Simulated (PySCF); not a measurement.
The dipole of `C=C1[C@@H](OC)CS[Si@@H]1O` from its density and from atomic charges.

Coordinates (GFN2-xTB, Å) and charges (e) from the PBE0/pcSseg-1 density (PySCF):

| atom | x | y | z | Mulliken | IAO | Hirshfeld | ESP-fitted |
| --- | --- | --- | --- | --- | --- | --- | --- |
| C1 | 0.826 | -0.176 | 1.859 | -0.0366 | -0.2871 | -0.0834 | -0.3095 |
| C2 | 0.547 | -0.064 | 0.571 | -0.5701 | -0.3068 | -0.1027 | -0.1393 |
| C3 | -0.582 | -0.784 | -0.114 | +0.0159 | +0.0859 | +0.0370 | -0.0295 |
| O4 | -1.513 | 0.167 | -0.608 | -0.4897 | -0.3899 | -0.1259 | -0.2788 |
| C5 | -2.251 | 0.814 | 0.395 | -0.0124 | -0.2036 | -0.0432 | -0.1718 |
| C6 | -0.038 | -1.535 | -1.324 | -0.1891 | -0.3316 | -0.0757 | -0.3475 |
| S7 | 1.162 | -0.529 | -2.275 | -0.3206 | -0.2284 | -0.1221 | -0.3167 |
| Si8 | 1.398 | 0.969 | -0.752 | +1.0125 | +1.0543 | +0.3737 | +0.7240 |
| O9 | 2.942 | 1.373 | -0.473 | -0.5410 | -0.7806 | -0.3036 | -0.6480 |
| H10 | 0.264 | -0.823 | 2.518 | +0.1101 | +0.1446 | +0.0473 | +0.1503 |
| H11 | 1.635 | 0.377 | 2.306 | +0.1148 | +0.1530 | +0.0496 | +0.1535 |
| H12 | -1.093 | -1.495 | 0.557 | +0.0950 | +0.1198 | +0.0384 | +0.1538 |
| H13 | -2.918 | 1.506 | -0.115 | +0.1259 | +0.1616 | +0.0528 | +0.1317 |
| H14 | -2.844 | 0.093 | 0.972 | +0.0883 | +0.1209 | +0.0359 | +0.0979 |
| H15 | -1.602 | 1.368 | 1.082 | +0.1028 | +0.1267 | +0.0302 | +0.0971 |
| H16 | -0.849 | -1.788 | -2.004 | +0.1650 | +0.1699 | +0.0454 | +0.2243 |
| H17 | 0.476 | -2.442 | -1.009 | +0.1581 | +0.1576 | +0.0421 | +0.1844 |
| H18 | 0.774 | 2.239 | -1.068 | -0.0802 | -0.1382 | -0.0752 | -0.0874 |
| H19 | 3.654 | 0.739 | -0.528 | +0.2513 | +0.3717 | +0.1793 | +0.4115 |

Task: Form Σ q r in debye for every column and set it beside the full dipole.

Result: The full density gives (-0.52, -1.35, 3.01) D, 3.33 D in size; dipole vectors point from the negative to the positive end.

```json
{"scheme": "Mulliken", "μx": "-0.02", "μy": "0.53", "μz": "2.94", "size (D)": "2.98", "share of the full size (%)": "89", "angle to the full dipole (°)": "35"}
{"scheme": "IAO", "μx": "-0.78", "μy": "-0.89", "μz": "2.13", "size (D)": "2.43", "share of the full size (%)": "73", "angle to the full dipole (°)": "10"}
{"scheme": "Hirshfeld", "μx": "-0.21", "μy": "-0.53", "μz": "1.20", "size (D)": "1.33", "share of the full size (%)": "40", "angle to the full dipole (°)": "0"}
{"scheme": "ESP-fitted", "μx": "-0.57", "μy": "-1.37", "μz": "3.05", "size (D)": "3.40", "share of the full size (%)": "102", "angle to the full dipole (°)": "1"}
```

Task: Which set comes closest?

Result: Length of the difference vector: ESP-fitted 0.07 D, IAO 1.02 D, Mulliken 1.95 D, Hirshfeld 2.00 D. Closest: ESP-fitted. ESP charges are fitted to the potential around the molecule, whose slowest-falling term is the dipole's. 

Task: What is left for the Hirshfeld atoms' own dipoles?

Result: The shares of the density sum to the whole, so what Σ q r misses lies in dipoles about the nuclei. The atomic dipoles sum to (-0.52, -1.35, 3.01) − (-0.21, -0.53, 1.20) = (-0.31, -0.82, 1.81) D, 2.00 D in size.

Task: With the origin at the mean of the coordinates, (-0.001, 0.000, 0.000) Å, which are the largest single terms, by size, of the Hirshfeld dipole along the direction of the full one?

Result: Si8 -2.31, O9 +2.10, S7 +1.18, H19 -1.16, H18 +0.72 D; all 19 atoms together +1.33 D. The single terms depend on the origin, their sum doesn't.

Task: Give the size of the full dipole in other units.

Result: 3.33 D = 1.312 au = 0.694 e·Å = 11.12 × 10⁻³⁰ C·m.

One conformer (not necessarily the lowest) at the GFN2-xTB geometry, without solvent, vibrations or thermal averaging.

These values come from a run that also computed NMR shieldings. The run took 1.8 min (grids of density and orbitals included) on an Arm Neoverse N1 with one thread, shared host, and the process peaked at 0.93 GiB of memory.
